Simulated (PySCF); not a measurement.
Constants of MoH, step by step

State: ⁶Σ⁺, sextet, unpaired electrons σ ↑, π ↑↑, δ ↑↑. De refers to Mo (4d5 5s1) + H. ROHF-based CCSD(T) in PySCF 2.14 with Mo cc-pVTZ-PP with ECP28, H cc-pVTZ and Mo cc-pVQZ-PP with ECP28, H cc-pVQZ (frozen core orbitals: 4; scalar-relativistic core potentials). Correlation energies are extrapolated as n⁻³ (n = 3, 4), Hartree–Fock as (n+1)·exp(−9√n). CV is the change on freezing 0 orbitals instead, in Mo cc-pwCVTZ-PP with ECP28, H cc-pVTZ.

```csv
Level,Re (Å),ωe (cm⁻¹),ωexe (cm⁻¹),αe (cm⁻¹),De (eV)
CCSD(T)/TZ,1.7361,1716.9,29.5,0.149,2.328
CCSD(T)/QZ,1.7299,1723.1,30.5,0.160,2.387
HF/CBS,1.7674,1649.6,27.7,0.149,1.061
MP2/CBS,1.7061,1785.7,27.1,0.153,2.166
CCSD/CBS,1.7308,1718.4,30.4,0.160,2.347
CCSD(T)/CBS,1.7280,1725.4,30.5,0.160,2.417
CCSD(T)/CBS+CV,1.7170,1759.4,30.5,0.159,2.444
```

Task: How much is left between CCSD(T)/QZ and the basis-set limit, and how much do the triples give at the limit?

Result: CCSD(T)/CBS less CCSD(T)/QZ: -1.9 mÅ in Re, +2.3 cm⁻¹ in ωe and +0.030 eV in De. CCSD(T)/CBS less CCSD/CBS: -2.8 mÅ in Re, +7.0 cm⁻¹ in ωe and +0.070 eV in De.

Task: What do the later terms add?

Result: CV: -11.0 mÅ in Re, +34.0 cm⁻¹ in ωe and +0.027 eV in De, each against the row above.

The T1 diagnostic is 0.042, large enough to doubt a single reference. The state was picked by a PBE0 search and need not be the measured ground state. Spin–orbit coupling, excitations beyond (T) and corrections to the Born–Oppenheimer picture are left out.

The whole job (state search and all basis sets along the bond) took about 18 min on 4 threads of Intel Xeon 6975P-C (shared host), peak memory 13 GiB.
